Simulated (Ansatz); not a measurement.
Ansatz (a quantum-chemistry and plane-wave program) input (B3LYP-D3(BJ)/def2-TZVP):

Ansatz 0.2 input:
```yaml
crystal:
  periodic: [false, false, false]
  atoms:
    - {symbol: Y, position_ang: [0.52102834, 0.25080810, -0.19790291]}
    - {symbol: O, position_ang: [-0.75254860, 1.51292989, -1.07369032]}
    - {symbol: Cl, position_ang: [-0.84115979, -1.28735028, 0.95927860]}
basis:
  gaussian:
    orbitals: def2-TZVP
hamiltonian:
  xc: b3lyp
  dispersion: d3bj
total_charge: 1
magnetization: {spin_polarized: true, initial_magnetization: 1}
phonons: {temperatures: {t_min: 298.15, t_max: 298.15, t_step: 100}}
```

Output:

```
Functional definition: B3LYP
integrals: 0.03 GiB planned
781 factors; their error is unknown
mean field: 0.42 GiB planned
mean field evaluation 1: about -15575.3274 eV, gradient 8.6e1 eV
mean field evaluation 2: about -15211.3053 eV, gradient 1.6e2 eV
mean field evaluation 4: about -15604.3930 eV, gradient 2.9e1 eV
mean field evaluation 8: about -15608.4783 eV, gradient 6.3e-1 eV
mean field evaluation 16: about -15608.5289 eV, gradient 4.9e-3 eV
mean field evaluation 32: about -15608.5289 eV, gradient 6.5e-6 eV
mean field evaluation 64: about -15608.5289 eV, gradient 6.3e-6 eV
mean field -15608.52887677 eV, -573.6028563805 hartree, gradient 6.3e-6 eV, S^2 0.756331; 5 other end points of the search recorded, 0 dependent functions left out
the calculation of the forces begins
reference -15608.52913755 eV, -573.6028659640 hartree; 18, 17 occupied and 90, 91 virtual orbitals, 781 factors
these checks for a lower state are left out or cut short: stability, starts, cluster_reference, orbital_swaps, neighbouring_geometries, increment
integrals: 0.03 GiB planned
781 factors; their error is unknown
mean field: 0.42 GiB planned
mean field -15608.52881772 eV, -573.6028542103 hartree, gradient 1.9e-6 eV, S^2 0.756355; 0 other end points of the search recorded, 0 dependent functions left out
the calculation of the forces begins
reference -15608.52907847 eV, -573.6028637928 hartree; 18, 17 occupied and 90, 91 virtual orbitals, 781 factors
these checks for a lower state are left out or cut short: stability, starts, cluster_reference, orbital_swaps, neighbouring_geometries, increment
integrals: 0.03 GiB planned
781 factors; their error is unknown
mean field: 0.42 GiB planned
mean field -15608.52881251 eV, -573.6028540188 hartree, gradient 2.0e-6 eV, S^2 0.756308; 0 other end points of the search recorded, 0 dependent functions left out
the calculation of the forces begins
reference -15608.52907331 eV, -573.6028636033 hartree; 18, 17 occupied and 90, 91 virtual orbitals, 781 factors
these checks for a lower state are left out or cut short: stability, starts, cluster_reference, orbital_swaps, neighbouring_geometries, increment
integrals: 0.03 GiB planned
781 factors; their error is unknown
mean field: 0.42 GiB planned
mean field -15608.52885681 eV, -573.6028556471 hartree, gradient 2.5e-6 eV, S^2 0.756339; 0 other end points of the search recorded, 0 dependent functions left out
the calculation of the forces begins
reference -15608.52911765 eV, -573.6028652326 hartree; 18, 17 occupied and 90, 91 virtual orbitals, 781 factors
these checks for a lower state are left out or cut short: stability, starts, cluster_reference, orbital_swaps, neighbouring_geometries, increment
integrals: 0.03 GiB planned
781 factors; their error is unknown
mean field: 0.42 GiB planned
mean field -15608.52884829 eV, -573.6028553339 hartree, gradient 2.9e-6 eV, S^2 0.756324; 0 other end points of the search recorded, 0 dependent functions left out
the calculation of the forces begins
reference -15608.52910902 eV, -573.6028649154 hartree; 18, 17 occupied and 90, 91 virtual orbitals, 781 factors
these checks for a lower state are left out or cut short: stability, starts, cluster_reference, orbital_swaps, neighbouring_geometries, increment
integrals: 0.03 GiB planned
781 factors; their error is unknown
mean field: 0.42 GiB planned
mean field evaluation 96: about -15608.5289 eV, gradient 1.0e-4 eV
mean field -15608.52888105 eV, -573.6028565378 hartree, gradient 1.4e-6 eV, S^2 0.756319; 0 other end points of the search recorded, 0 dependent functions left out
the calculation of the forces begins
reference -15608.52914191 eV, -573.6028661240 hartree; 18, 17 occupied and 90, 91 virtual orbitals, 781 factors
these checks for a lower state are left out or cut short: stability, starts, cluster_reference, orbital_swaps, neighbouring_geometries, increment
integrals: 0.03 GiB planned
781 factors; their error is unknown
mean field: 0.42 GiB planned
mean field -15608.52880505 eV, -573.6028537447 hartree, gradient 2.5e-6 eV, S^2 0.756343; 0 other end points of the search recorded, 0 dependent functions left out
the calculation of the forces begins
reference -15608.52906575 eV, -573.6028633254 hartree; 18, 17 occupied and 90, 91 virtual orbitals, 781 factors
these checks for a lower state are left out or cut short: stability, starts, cluster_reference, orbital_swaps, neighbouring_geometries, increment
integrals: 0.03 GiB planned
781 factors; their error is unknown
mean field: 0.42 GiB planned
mean field -15608.52886318 eV, -573.6028558812 hartree, gradient 2.6e-6 eV, S^2 0.756333; 0 other end points of the search recorded, 0 dependent functions left out
the calculation of the forces begins
reference -15608.52912393 eV, -573.6028654633 hartree; 18, 17 occupied and 90, 91 virtual orbitals, 781 factors
these checks for a lower state are left out or cut short: stability, starts, cluster_reference, orbital_swaps, neighbouring_geometries, increment
integrals: 0.03 GiB planned
781 factors; their error is unknown
mean field: 0.42 GiB planned
mean field -15608.52886513 eV, -573.6028559528 hartree, gradient 1.5e-6 eV, S^2 0.756329; 0 other end points of the search recorded, 0 dependent functions left out
the calculation of the forces begins
reference -15608.52912595 eV, -573.6028655376 hartree; 18, 17 occupied and 90, 91 virtual orbitals, 781 factors
these checks for a lower state are left out or cut short: stability, starts, cluster_reference, orbital_swaps, neighbouring_geometries, increment
integrals: 0.03 GiB planned
781 factors; their error is unknown
mean field: 0.42 GiB planned
mean field evaluation 128: about -15608.5288 eV, gradient 2.2e-6 eV
mean field -15608.52880323 eV, -573.6028536780 hartree, gradient 2.2e-6 eV, S^2 0.756320; 0 other end points of the search recorded, 0 dependent functions left out
the calculation of the forces begins
reference -15608.52906396 eV, -573.6028632597 hartree; 18, 17 occupied and 90, 91 virtual orbitals, 781 factors
these checks for a lower state are left out or cut short: stability, starts, cluster_reference, orbital_swaps, neighbouring_geometries, increment
integrals: 0.03 GiB planned
781 factors; their error is unknown
mean field: 0.42 GiB planned
mean field -15608.52888438 eV, -573.6028566599 hartree, gradient 1.4e-6 eV, S^2 0.756342; 0 other end points of the search recorded, 0 dependent functions left out
the calculation of the forces begins
reference -15608.52914520 eV, -573.6028662452 hartree; 18, 17 occupied and 90, 91 virtual orbitals, 781 factors
these checks for a lower state are left out or cut short: stability, starts, cluster_reference, orbital_swaps, neighbouring_geometries, increment
integrals: 0.03 GiB planned
781 factors; their error is unknown
mean field: 0.42 GiB planned
mean field -15608.52886477 eV, -573.6028559395 hartree, gradient 2.5e-6 eV, S^2 0.756321; 0 other end points of the search recorded, 0 dependent functions left out
the calculation of the forces begins
reference -15608.52912553 eV, -573.6028655223 hartree; 18, 17 occupied and 90, 91 virtual orbitals, 781 factors
these checks for a lower state are left out or cut short: stability, starts, cluster_reference, orbital_swaps, neighbouring_geometries, increment
integrals: 0.03 GiB planned
781 factors; their error is unknown
mean field: 0.42 GiB planned
mean field -15608.52887136 eV, -573.6028561816 hartree, gradient 1.2e-6 eV, S^2 0.756341; 0 other end points of the search recorded, 0 dependent functions left out
the calculation of the forces begins
reference -15608.52913216 eV, -573.6028657657 hartree; 18, 17 occupied and 90, 91 virtual orbitals, 781 factors
Total energy: -15608.67542357 eV, -573.6082418760 hartree
Atom 0 at     0.521028     0.250808    -0.197903 Å, force     0.000124    -0.000681     0.000490 eV/Å
Atom 1 at    -0.752549     1.512930    -1.073690 Å, force    -0.000377     0.000715    -0.000507 eV/Å
Atom 2 at    -0.841160    -1.287350     0.959279 Å, force     0.000253    -0.000034     0.000017 eV/Å
Dipole moment:     1.497410     0.192239    -0.185543 e Å
Vibrations: 94.15 412.87 610.71 cm⁻¹, zero-point energy 0.069290 eV
```

The spin state was set by rule; other spins were not relaxed.
